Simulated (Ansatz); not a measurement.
Consider the formal exchange of groups at a C–F bond: `F[CH2][AlH][Br]` + CH₄ → `C[CH2][AlH][Br]` + H–F.

Program: Ansatz. Geometries: PBE0-D4/def2-TZVP. ΔE: electronic, gas phase. CCSD(T)/CBS adds triple-zeta CCSD(T) − MP2 to the extrapolated MP2 energy (def2 sets, frozen cores). This one scheme is used for every species. DFT in def2-TZVPP. B3LYP here is the variant with VWN-RPA as its local correlation; programs differ in this. For Br outer-core shells are correlated without core-valence functions, which leaves a few kJ/mol of doubt a bond. Scalar relativity is left out up to krypton. One conformer a species, not always the lowest.

```csv
level,ΔE (kJ/mol)
B3LYP-D4,-47.7
BHLYP-D4,-51.3
B2PLYP,-51.7
revPBE,-44.2
CAM-B3LYP,-43.2
CCSD/def2-TZVPP,-61.9
CCSD(T)/def2-TZVPP,-63.6
CCSD/CBS(def2),-64.7
```

(1) What does CCSD(T)/CBS give? (Estimate.)

Largest T1 diagnostic among the species: 0.009.

Answers

(1) Ansatz gave: -66.5 kJ/mol. The listed levels differ from it by 18.8, 15.2, 14.8, 22.3, 23.3, 4.6, 2.9, 1.8 kJ/mol.

From PBE to PBE0 (25 % exact exchange), in def2-TZVPP and without D4, ΔE moves by −7.2 kJ/mol. Leaving LDA and LC-ωPBE aside and taking each functional with its dispersion term where it has one, the values, not all of them listed here, spread over 24.2 kJ/mol, from PBE-QIDH to BLYP-D4. LDA lies −10.8 kJ/mol from PBE without D4.
